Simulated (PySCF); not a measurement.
F4Ti, singlet, at a GFN2-xTB geometry (such geometries of metal compounds can be far from the true shape), with bond 5-1 at 1.3 times its length; M062X/STO-3G (PySCF).

PySCF was given this input:
```python
from pyscf import gto, scf, dft

mol = gto.M(
    atom='''
Ti   -0.00000000    0.00000000   -0.00000000
F     1.09605918    0.78825549   -1.02006553
F     0.83942245   -1.05573028    1.02177770
F    -1.10669132   -0.87768495   -0.93173471
F    -1.07742740    1.48870766    1.20902930
''',
    basis='sto-3g',
    verbose=4,
)

mf = dft.RKS(mol)
mf.xc = 'm062x'
mf.diis = False
mf.damp = 0.3
mf.diis_start_cycle = 200
mf.max_cycle = 150
mf.kernel()
```

### Question
Write the output that PySCF gives for this input, abridged.

### Answer

```
PySCF version 2.14.0

[INPUT] verbose = 4
[INPUT] num. atoms = 5
[INPUT] num. electrons = 58
[INPUT] charge = 0
[INPUT] spin (= nelec alpha-beta = 2S) = 0
[INPUT] symmetry False subgroup None
[INPUT] Mole.unit = angstrom
[INPUT] Symbol           X                Y                Z      unit          X                Y                Z       unit  Magmom
[...]
nuclear repulsion = 320.227122607962
number of shells = 20
number of NR pGTOs = 114
number of NR cGTOs = 38
basis = sto-3g
ecp = {}

******** <class 'pyscf.dft.rks.RKS'> ********
method = RKS
initial guess = minao
damping factor = 0.3
level_shift factor = 0
DIIS disabled
SCF conv_tol = 1e-09
SCF conv_tol_grad = None
SCF max_cycles = 150
direct_scf = True
direct_scf_tol = 1e-13
XC library pyscf.dft.libxc version 7.1.2
    S. Lehtola, C. Steigemann, M. J. T. Oliveira, and M. A. L. Marques,  SoftwareX 7, 1–5 (2018)
XC functionals = m062x
    Y. Zhao and D. G. Truhlar,  Theor. Chem. Acc. 120, 215 (2008)
    Y. Zhao and D. G. Truhlar,  Theor. Chem. Acc. 120, 215 (2008)
radial grids:
    Treutler-Ahlrichs [JCP 102, 346 (1995); DOI:10.1063/1.469408] (M4) radial grids

becke partition: Becke, JCP 88, 2547 (1988); DOI:10.1063/1.454033
pruning grids: <function nwchem_prune>
grids dens level: 3
symmetrized grids: False
atomic radii adjust function: <function treutler_atomic_radii_adjust>
small_rho_cutoff = 0
Set gradient conv threshold to 3.16228e-05
Initial guess from minao.
tot grids = 77952
init E= -1233.23866966997
[...]
cycle= 1 E= -1234.31906238208  delta_E= -1.08  |g|= 0.884  |ddm|= 3.18
[...]
cycle= 2 E= -1234.4238660633  delta_E= -0.105  |g|= 0.909  |ddm|= 2.11
[...]
cycle= 3 E= -1234.55263661001  delta_E= -0.129  |g|= 0.518  |ddm|= 1.58
[...]
cycle= 4 E= -1234.60715073324  delta_E= -0.0545  |g|=  0.4  |ddm|= 1.13
[...]
cycle= 5 E= -1234.63372235633  delta_E= -0.0266  |g|= 0.255  |ddm|= 0.751
[...]
cycle= 6 E= -1234.64572971313  delta_E= -0.012  |g|= 0.183  |ddm|= 0.527
[...]
cycle= 7 E= -1234.65153793523  delta_E= -0.00581  |g|= 0.121  |ddm|= 0.355
[...]
cycle= 8 E= -1234.65419236594  delta_E= -0.00265  |g|= 0.084  |ddm|= 0.244
[...]
cycle= 9 E= -1234.65543568733  delta_E= -0.00124  |g|= 0.0563  |ddm|= 0.164
[...]
cycle= 10 E= -1234.65600387132  delta_E= -0.000568  |g|= 0.0385  |ddm|= 0.112
[...]
cycle= 11 E= -1234.65626631999  delta_E= -0.000262  |g|= 0.026  |ddm|= 0.0755
[...]
cycle= 12 E= -1234.6563862473  delta_E= -0.00012  |g|= 0.0176  |ddm|= 0.0513
[...]
cycle= 13 E= -1234.6564413303  delta_E= -5.51e-05  |g|= 0.0119  |ddm|= 0.0346
[...]
cycle= 14 E= -1234.65646651044  delta_E= -2.52e-05  |g|= 0.00807  |ddm|= 0.0235
[...]
cycle= 15 E= -1234.65647804978  delta_E= -1.15e-05  |g|= 0.00546  |ddm|= 0.0158
[...]
cycle= 16 E= -1234.65648332691  delta_E= -5.28e-06  |g|= 0.00369  |ddm|= 0.0107
[...]
cycle= 17 E= -1234.65648574313  delta_E= -2.42e-06  |g|= 0.0025  |ddm|= 0.00725
[...]
cycle= 18 E= -1234.65648684842  delta_E= -1.11e-06  |g|= 0.00169  |ddm|= 0.00491
[...]
cycle= 19 E= -1234.65648735433  delta_E= -5.06e-07  |g|= 0.00114  |ddm|= 0.00332
[...]
cycle= 20 E= -1234.65648758579  delta_E= -2.31e-07  |g|= 0.000773  |ddm|= 0.00225
[...]
cycle= 21 E= -1234.65648769172  delta_E= -1.06e-07  |g|= 0.000523  |ddm|= 0.00152
[...]
cycle= 22 E= -1234.65648774019  delta_E= -4.85e-08  |g|= 0.000354  |ddm|= 0.00103
[...]
cycle= 23 E= -1234.65648776237  delta_E= -2.22e-08  |g|= 0.000239  |ddm|= 0.000695
[...]
cycle= 24 E= -1234.65648777252  delta_E= -1.02e-08  |g|= 0.000162  |ddm|= 0.00047
[...]
cycle= 25 E= -1234.65648777716  delta_E= -4.65e-09  |g|= 0.00011  |ddm|= 0.000318
[...]
cycle= 26 E= -1234.65648777929  delta_E= -2.13e-09  |g|= 7.41e-05  |ddm|= 0.000215
[...]
cycle= 27 E= -1234.65648778026  delta_E= -9.73e-10  |g|= 5.01e-05  |ddm|= 0.000146
[...]
cycle= 28 E= -1234.6564877807  delta_E= -4.42e-10  |g|= 3.39e-05  |ddm|= 9.85e-05
[...]
cycle= 29 E= -1234.65648778091  delta_E= -2.05e-10  |g|= 2.29e-05  |ddm|= 6.66e-05
[...]
Extra cycle  E= -1234.65648778074  delta_E= 1.65e-10  |g|= 3.2e-05  |ddm|= 6.44e-05
converged SCF energy = -1234.65648778074
```
